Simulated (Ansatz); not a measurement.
`N[B]([SiH3])[SbH2]` and `CB(N)[SiH3]` differ in one atom or group.

Ansatz, PBE0-D4/def2-TZVP geometries, multiplicity 1. Each molecule was computed in one conformer, which needn't be the lowest.

Elements past krypton have def2 core potentials.  Spin–orbit coupling is left out; it splits and shifts lone-pair levels of the heavy atoms by tenths of an eV.

| property | `N[B]([SiH3])[SbH2]` |
| --- | --- |
| LUMO energy (PBE0/def2-TZVPP) / eV | -0.93 |
| size of the dipole moment (ωB97M-V/def2-TZVPP) / D | 2.63 |
| size of the dipole moment (B3LYP/def2-TZVPP) / D | 2.58 |
| ideal-gas entropy at 298 K and 1 bar (rigid rotor, harmonic PBE0-D4/def2-TZVP) / J/(mol·K) | 377 |
| HOMO–LUMO gap (ωB97M-V/def2-TZVPP) / eV | 9.67 |
| HOMO energy (PBE0/def2-TZVPP) / eV | -6.66 |

(1) Give the same properties after the change, and the shifts. (Estimate.)

Answers

(1) Computed: 
```csv
property,`CB(N)[SiH3]`,shift
LUMO energy (PBE0/def2-TZVPP) / eV,-0.15,0.78
size of the dipole moment (ωB97M-V/def2-TZVPP) / D,2.35,-0.28
size of the dipole moment (B3LYP/def2-TZVPP) / D,2.32,-0.26
"ideal-gas entropy at 298 K and 1 bar (rigid rotor, harmonic PBE0-D4/def2-TZVP) / J/(mol·K)",336,-41
HOMO–LUMO gap (ωB97M-V/def2-TZVPP) / eV,11.60,1.93
HOMO energy (PBE0/def2-TZVPP) / eV,-7.66,-1.00
```

With PBE0 the HOMO falls by 1.00 eV and the LUMO rises by 0.78 eV, so the gap widens by about 1.78 eV. PBE moves the HOMO by -0.77 eV and ωB97M-V by -1.13 eV. The zero-point energy changes by 60.4 kJ/mol with +3 modes. Dipoles are sizes alone; their direction can turn. Modes under 60 cm⁻¹, often nearly free rotors, make the harmonic entropy too high.

B3LYP here is the variant with VWN-RPA as its local correlation; programs differ in this.
